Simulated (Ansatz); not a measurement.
Cl2H4OSi2, SMILES [SiH3]O[SiH](Cl)Cl.

Geometry optimised at ωB97X-D3(BJ)/def2-SVP. Other conformers were not sampled.

Two levels are set side by side: PBE/def2-SVPD (Ansatz, a program for electronic structure) and PBE0/def2-SVPD (Ansatz). Energy differences of separate SCF runs at the same geometry; the states with an electron removed or added have multiplicity 2 and 2. Differences are taken from unrounded values.

```csv
quantity,PBE0,PBE,PBE minus PBE0
vertical ionisation energy (eV),11.05,10.41,-0.64
vertical singlet–triplet gap (eV),7.21,6.55,-0.66
```
